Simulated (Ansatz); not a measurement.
Name a neutral molecule of C, O, Si and H with HOMO–LUMO gap (ωB97M-V/def2-TZVPP) between 12.45 and 12.75 eV and size of the dipole moment (ωB97M-V/def2-TZVPP) between 1.30 and 1.60 D (Ansatz, PBE0-D4/def2-TZVP geometry).

`CO[Si](C)(OC)O[SiH3]` (12.57 eV, 1.37 D); `CO[SiH](C)O` (12.74 eV, 1.57 D); `CC[Si](O)(O)OC` (12.56 eV, 1.45 D); `CO[Si](O)(O)O[SiH3]` (12.58 eV, 1.35 D). Other molecules can fit too; these were computed, each in one conformer that needn't be the lowest.
